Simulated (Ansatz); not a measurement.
Reaction (formal hydrolysis of a C–C bond): `F/C=C\C=C(F)F` + H₂O → `OC=C(F)F` + `C=CF`

Isolated molecules relaxed with PBE0-D4/def2-TZVP in Ansatz; ΔE leaves out vibrations. CCSD(T)/CBS adds triple-zeta CCSD(T) − MP2 to the extrapolated MP2 energy (def2 sets, frozen cores). This one scheme is used for every species. DFT in def2-TZVPP. B3LYP here is the variant with VWN-RPA as its local correlation; programs differ in this. One conformer a species, not always the lowest.

`F/C=C\C=C(F)F`:

Cartesian coordinates in Å:
```
F -0.367 -1.559 -1.938
C 0.555 -1.478 -0.973
C 0.519 -0.531 -0.044
C -0.492 0.495 0.032
C -0.507 1.429 0.970
F 0.376 1.546 1.936
F -1.410 2.375 1.067
H 1.305 -2.255 -1.045
H 1.309 -0.547 0.696
H -1.288 0.525 -0.700
```

H₂O:

Z-matrix (Å, degrees):
```
O
H 1 0.960
H 1 0.960 2 105.1
```

`OC=C(F)F`:

```xyz
7

O    -1.326    0.170    0.624
C    -0.241    0.308   -0.188
C     0.890   -0.326    0.071
F     1.080   -1.172    1.054
F     1.993   -0.148   -0.627
H    -2.122    0.169    0.087
H    -0.273    1.000   -1.021
```

`C=CF`:

Z-matrix (Å, degrees):
```
C
C 1 1.316
H 1 1.081 2 119.2
H 1 1.082 2 121.6 3 -180.0
F 2 1.336 1 122.3 3 180.0
H 2 1.084 1 125.7 3 0.0
```

Question: Is it downhill or uphill in electronic energy at CCSD(T)/CBS, and by how much? (Best estimate.)

Answer: Computed: Uphill: ΔE = +92.5 kJ/mol.

Question: What do these levels give: PBE-D4, B3LYP-D4, ωB97M-V, BLYP, r2SCAN, PBE0, r2SCAN0, CAM-B3LYP, MP2/def2-SVP, CCSD(T)/def2-TZVPP, SCS-MP2/def2-QZVPP, CCSD/CBS(def2)? (An estimate is asked.)

Answer: The calculation gave: PBE-D4 89.2, B3LYP-D4 86.1, ωB97M-V 83.4, BLYP 78.9, r2SCAN 90.9, PBE0 86.8, r2SCAN0 90.4, CAM-B3LYP 78.7, MP2/def2-SVP 90.4, CCSD(T)/def2-TZVPP 89.6, SCS-MP2/def2-QZVPP 93.7, CCSD/CBS(def2) 89.6 kJ/mol.

Largest T1 diagnostic among the species: 0.013.

In def2-TZVPP, CCSD(T) changes the Hartree–Fock value by +15.4 kJ/mol (the triples alone add +2.9 kJ/mol) and MP2 by +26.3 kJ/mol. At CCSD(T), def2-SVP lies −11.9 kJ/mol from the extrapolated value and def2-TZVPP −2.9 kJ/mol.
